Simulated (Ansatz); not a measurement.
Consider the ligand exchange at the Si–N bond: `FC/C=N\[SiH3]` + `[SiH3]S[SiH2]S` → `[SiH3]S[SiH2]S[SiH3]` + `N=CCF`.

Calculated with Ansatz (gas phase, PBE0-D4/def2-TZVP geometries, no zero-point term in ΔE). CBS: MP2 limit from def2 TZ/QZ plus the TZ coupled-cluster correction, frozen cores. One conformer a species, not always the lowest.

| species | SCS-MP2/def2-TZVPP energy (Eh) |
| --- | --- |
| `FC/C=N\[SiH3]` | -523.03986 |
| `[SiH3]S[SiH2]S` | -1377.17009 |
| `[SiH3]S[SiH2]S[SiH3]` | -1667.43464 |
| `N=CCF` | -232.79125 |

Q: Work out ΔE.

A: ΔE = (-1667.43464) + (-232.79125) − (-523.03986) − (-1377.17009) = -0.01594 Eh = -0.43 eV. CCSD(T)/CBS gives -0.48 eV.

Largest T1 diagnostic among the species: 0.013.

The D4 term adds −0.09 eV with B3LYP and −0.05 eV with PBE0; it sums over pairs of atoms, weighted by their polarisabilities, and B3LYP, whose exchange is more repulsive, gets the larger term. In def2-TZVPP, CCSD(T) changes the Hartree–Fock value by −0.14 eV (the triples alone add −0.03 eV) and MP2 by −0.17 eV.

B3LYP here is the variant with VWN-RPA as its local correlation; programs differ in this.
